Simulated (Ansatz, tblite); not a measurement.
Forces on the cluster Ga₂N₂ at its PBE-D4/def2-SVP geometry. Total charge 0; singlet.

The xTB rows come from tblite. Another isomer (triplet) lies 0.19 eV lower at PBE0-D4/def2-TZVP; other spin states weren't run for this one.

GFN1-xTB (tblite), largest force 1.82 eV/Å:

```xyz
4
positions Å, forces eV/Å
Ga   -1.059   -0.450   -1.749    0.381    0.162    0.630
Ga    1.060    0.450    1.748   -0.382   -0.162   -0.630
N    -0.078   -0.587    0.198   -0.226   -1.709    0.577
N     0.078    0.587   -0.198    0.227    1.709   -0.577
```

GFN2-xTB (tblite), largest force 0.94 eV/Å:

```
Ga 0.475 0.202 0.784
Ga -0.475 -0.202 -0.784
N -0.116 -0.880 0.297
N 0.117 0.880 -0.297
```

PBE-D4/def2-TZVP (Ansatz), largest force 0.14 eV/Å:

```
Ga 0.052 0.022 0.085
Ga -0.052 -0.022 -0.085
N 0.018 0.135 -0.046
N -0.018 -0.135 0.046
```
